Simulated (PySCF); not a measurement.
## Computed properties of octasulfur (S₈), SMILES S1SSSSSSS1

S8, SMILES S1SSSSSSS1. The structure is a stationary point at B3LYP-D3(BJ)/def2-SVP. One conformer was computed; it need not be the lowest. All values are computed for the isolated molecule unless a solvent is named; none is compared with measurement here.

**Structure.** The optimised structure has Cs symmetry. All 18 harmonic modes at B3LYP-D3(BJ)/def2-SVP (PySCF) are real, so it is a minimum. With heavy atoms numbered as in [S:1]1[S:2][S:3][S:4][S:5][S:6][S:7][S:8]1, the shortest bond between them is S1–S2 at 2.072 Å and the longest S1–S8 at 2.155 Å.

**Vibrations.** The strongest infrared lines (harmonic, unscaled, degenerate partners summed) lie at 431 cm⁻¹ (7 km/mol, S 100 %), 282 cm⁻¹ (2 km/mol, S 100 %), 461 cm⁻¹ (2 km/mol, S 100 %). The softest mode is at 43 cm⁻¹ and the zero-point energy is 7.2 kcal/mol.

**Electronic structure.** HF/def2-TZVP (PySCF) places the frontier levels at -9.27 and 1.29 eV, a gap of 10.56 eV, and gives a dipole moment of 0.07 D. PBE/def2-TZVP (PySCF) at the same geometry gives -5.54 and -3.27 eV, so its gap is 8.29 eV narrower. An orbital gap is neither the optical nor the fundamental gap.

**Excitations.** TDA-PBE0/def2-SVPD (PySCF) has S1 at 3.01 eV (412 nm, f = 0.002, dark); the most intense of the 6 singlets computed lies at 3.64 eV (f = 0.02). T1 (TDA) is at 2.48 eV, 0.53 eV under S1. TDA-PBE/def2-SVPD (PySCF) puts S1 at 2.40 eV.

**Solvation.** SMD-ωB97X/def2-SVP (PySCF) gives -2.7 kcal/mol in water, -7.2 kcal/mol in acetonitrile, -6.6 kcal/mol in dimethylsulfoxide (1 M in both phases, gas-phase geometry); of these solvents acetonitrile holds the molecule best.
